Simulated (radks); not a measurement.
Initial-state core-level shifts of the bismuth ion Bi3+ when its valence configuration changes from [Hg]. Method: Dirac Kohn-Sham, BLYP, spin-unpolarised, spherical densities, finite nucleus; open shells are shared between the two j in proportion to 2j + 1; Fermi nuclear charge, rms radius 5.5211 fm; computed with a radial shooting solver on a logarithmic mesh with Libxc functionals. Shifts are changes of the shell-averaged eigenvalues in eV (positive: less bound); the change of the density at the nucleus, which sets a Mossbauer isomer shift, is in e/bohr^3, on a base of 2.97e+06.

valence                          2s       3d       4p       4d  density at nucleus
[Xe] 4f13 5d10 6s2 6p1      -23.518  -25.609  -21.655  -21.015              +357.6
[Xe] 4f14 5d10 6s1 6p1       -1.724   -1.732   -1.736   -1.733              -359.7
[Xe] 4f13 5d10 6s1 6p2      -25.202  -27.301  -23.349  -22.705               -38.7
[Xe] 4f14 5d10 6p2           -3.410   -3.426   -3.433   -3.427              -736.2
[Xe] 4f14 5d9 6s2 6p1        -7.032   -6.942   -6.779   -6.772              +102.1
[Xe] 4f13 5d9 6s2 6p2       -30.810  -32.790  -28.625  -27.974              +467.1
[Xe] 4f14 5d10 6s0.5 6p1.5   -2.572   -2.584   -2.589   -2.585              -545.9
[Xe] 4f12 5d10 6s1 6p3      -49.549  -53.805  -45.465  -44.172              +298.8
[Xe] 4f13.5 5d8.5 6s2 6p2   -22.435  -23.313  -21.097  -20.766              +337.2
